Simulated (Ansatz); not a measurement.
`B[AsH2]` + `N[SiH3]` → `[SiH3]N[AsH2]` + BH₃ at 298.15 K and 1 bar (cleavage of the As–B bond).

Isolated molecules relaxed with PBE0-D4/def2-TZVP in Ansatz; ΔE leaves out vibrations. CBS: MP2 limit from def2 TZ/QZ plus the TZ coupled-cluster correction, frozen cores. This one scheme is used for every species. For As outer-core shells are correlated without core-valence functions, which leaves a few kJ/mol of doubt a bond. Scalar relativity is left out up to krypton.

| species | CCSD(T)/CBS energy (Eh) | H − E (kJ/mol) | S (J/(mol·K)) |
| --- | --- | --- | --- |
| `B[AsH2]` | -2262.17165 | 106.7 | 268.3 |
| `N[SiH3]` | -346.80422 | 145.7 | 264.3 |
| `[SiH3]N[AsH2]` | -2582.40077 | 167.6 | 331.6 |
| BH₃ | -26.55200 | 78.7 | 188.3 |

H − E and S are ideal-gas, rigid-rotor, harmonic terms from PBE0-D4/def2-TZVP, for one conformer and one mirror image of each species. 1 Eh = 2625.50 kJ/mol, R = 8.31446 J/(mol·K).

Question: By hand: ΔE, ΔH, ΔS and ΔG.

Answer: ΔE = (-2582.40077) + (-26.55200) − (-2262.17165) − (-346.80422) = 0.02310 Eh = 60.6 kJ/mol. Δ(H − E) = 167.6 + 78.7 − 106.7 − 145.7 = -6.1, so ΔH = 54.5 kJ/mol. ΔS = 331.6 + 188.3 − 268.3 − 264.3 = -12.7 J/(mol·K). ΔG = 54.5 − 298.15 × (-12.7)/1000 = 58.3 kJ/mol.

Question: By hand: the equilibrium constant, and the temperature at which ΔG would vanish if ΔH and ΔS stayed fixed.

Answer: log₁₀ K = −ΔG/(RT ln 10) = -10.2. ΔH and −TΔS have one sign here, so there is no such temperature.

The number of gas molecules stays the same, so ΔS is small and ΔH decides. A doubt of 5 kJ/mol in ΔE shifts log₁₀ K by 0.9 here. Other conformers and mirror images would add mixing entropy, several J/(mol·K) or more a flexible species. These are equilibria of isolated gas molecules and say nothing of rates. Largest T1 diagnostic: 0.014 (customary marks: 0.02 for closed shells, 0.045 for open ones).

ΔS is within the doubt of such terms, so its sign, and with it that verdict, could turn.
